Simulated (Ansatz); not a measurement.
`[Cl][Ga]([Cl])[SeH]`, 5 atoms. The species carries charge 0 and has multiplicity 1. Correlated methods include outer-core shells of Ga, Se, which these sets cover unevenly. Scalar relativity is left out up to krypton. All runs use 4 threads of a server CPU on a shared host. Correlated methods freeze the cores.

Problem. How many basis functions does each run have, and how long does it take in Ansatz? RKS PBE0-D4/def2-TZVP relaxation (6 steps); RHF-CCSD(T)/def2-SVP energy; RKS CAM-B3LYP-D4/def2-TZVPP energy; RKS PBE0-D4/def2-QZVPP energy; RHF-MP2/def2-QZVPP energy; RHF-CCSD(T)/def2-TZVPP energy; direct RPA on PBE orbitals/def2-TZVPP energy; RKS ωB97M-V/def2-SVP energy; RKS BHLYP-D4/def2-TZVPP energy; RKS ωB97M-V/def2-QZVPP energy; RKS r2SCANh-D4/def2-TZVPP energy; RKS PBE0-D4/def2-SVP energy. (An estimate is asked.)

Solution. The calculation gave: Other jobs shared the machine, so times are rough.

```
                                level                   job  functions  wall time  peak host memory (GiB)
                 RKS PBE0-D4/def2-SVP                energy        105      1.4 s                    0.26
              RKS BHLYP-D4/def2-TZVPP                energy        194      3.6 s                    0.79
          RKS CAM-B3LYP-D4/def2-TZVPP                energy        194      3.8 s                    0.82
direct RPA on PBE orbitals/def2-TZVPP                energy        194      3.8 s                     0.4
                 RHF-CCSD(T)/def2-SVP                energy        105      4.9 s                    0.39
            RKS r2SCANh-D4/def2-TZVPP                energy        194        6 s                    0.75
                 RKS ωB97M-V/def2-SVP                energy        105        6 s                    0.38
               RKS PBE0-D4/def2-QZVPP                energy        348      9.5 s                     1.6
                   RHF-MP2/def2-QZVPP                energy        348       15 s                     1.5
               RKS ωB97M-V/def2-QZVPP                energy        348       19 s                     1.8
                RKS PBE0-D4/def2-TZVP  relaxation (6 steps)        176       28 s                    0.66
               RHF-CCSD(T)/def2-TZVPP                energy        194       86 s                     2.2
```
